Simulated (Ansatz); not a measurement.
`B[N]1[CH2][AlH]1` from Hartree–Fock to CCSD(T)

```xyz
9

B    -0.248    1.097   -1.125
N     0.062    0.326   -0.012
C    -0.181   -1.169    0.177
Al    0.646   -0.177    1.575
H    -0.771    0.598   -2.087
H     0.015    2.270   -1.108
H    -1.235   -1.445    0.190
H     0.379   -1.797   -0.516
H     1.331    0.296    2.905
```

Charge 0, multiplicity 1. Geometry: relaxed with PBE0-D4/def2-TZVP. Frozen core, restricted reference, Ansatz 0.2.0. CBS rows extrapolate triple and quadruple zeta; past MP2 they add the triple-zeta difference.

```csv
basis,HF (Eh),MP2 corr.
def2-SVP,-361.63504,-0.45029
def2-TZVPP,-361.85631,-0.55264
def2-QZVPP,-361.86925,-0.58938
```

(1) Estimate the CCSD correlation energy and the (T) correction in each basis where they were run (hartree).

## Answers

(1) 
```tsv
basis	CCSD corr.	(T)
def2-SVP	-0.49064	-0.01645
def2-TZVPP	-0.58583	-0.02519
CBS(def2)	-0.64979	as TZ
```
